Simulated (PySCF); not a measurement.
Dimethyl diselenide, C2H6Se2.
SMILES with atom numbers: `[CH3:1][Se:2][Se:3][CH3:4]` (hydrogens: H5, H6, H7 on C1; H8, H9, H10 on C4)

Method: PySCF, PBE0-D3(BJ)/def2-SVP geometry optimisation, gas phase.

Problem. List the bond lengths, angles and torsions at this level.

Solution. 
| bond | length (bohr) | order |
| --- | --- | --- |
| C1–Se2, Se3–C4 | 3.685 | single |
| Se2–Se3 | 4.373 | single |
| C1–H5 and 5 like bonds | 2.075 | single |

Bonds in one row agree within 0.02 bohr and their mean is given. Orders are formal, as drawn. A selection of angles:
| angle | degrees |
| --- | --- |
| Se2–C1–H5 | 106.3 |
| Se2–C1–H6 | 110.7 |
| Se2–C1–H7 | 110.2 |
| H5–C1–H6 | 109.3 |
| C1–Se2–Se3 | 100.4 |
| H8–C4–H9 | 110.5 |

Torsions: C1–Se2–Se3–C4 -87° (synclinal). The mirror-image conformer, all signs reversed, is as good.

Se2 (selenium bonded to C and Se) is bent (angle 100.4°).

Point group: C2 (every atom within 0.08 Å of its image). No PBE0-D3(BJ)/def2-SVP frequencies stand behind this structure, so it isn't proved a minimum. The numbers are those of one conformer.
